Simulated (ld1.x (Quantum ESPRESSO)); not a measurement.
# fluorine: excitation energies, all-electron against TM

ld1.x (Quantum ESPRESSO) 7.5 input, shortened:

```
&input
   title='F', zed=9., rel=0, dft='PZ', iswitch=3,
   config='[He] 2s2 2p5 3d-2'
 /
 &inputp
   pseudotype=2, tm=.true., lloc=1,
   nlcc=.true., new_core_ps=.true.
 /
3
2S  1  0   2.00   0.00  0.65  0.65  0.0
3D  3  2  -2.00   0.15  1.65  1.65  0.0
2P  2  1   5.00   0.00  1.70  1.70  0.0
 &test
   configts(1)='2s2 2p5'
 /
```

Energies are relative to the spin-unpolarised reference configuration 2s2 2p5; without spin polarisation the order of configurations can differ from experiment. Spin-polarised rows fill each open shell by Hund’s rule, majority spin first.

```csv
valence configuration,charge,ΔE all-electron (eV),error AE − PS (meV)
2s2 2p4,+1,19.566,-4.2
2s2 2p2,+3,118.826,+1321
2s1 2p6,0,18.302,+16
2s2 2p5.3,-0.3,-2.729,-3.0
2s2 2p1,+4,204.689,+4242
2s2 2p5 (spin-polarised),0,-0.379,-6.7
2s2 2p4 (spin-polarised),+1,17.734,-54
```

**Question.** What are ΔE and the potential's error for 2s2 2p4.5?

**Answer.** ΔE = 7.636 eV all-electron; the error (AE − PS) is -5.4 meV.

**Question.** What are ΔE and the potential's error for 2s2 2p3?

**Answer.** ΔE = 58.089 eV all-electron; the error (AE − PS) is +223 meV.
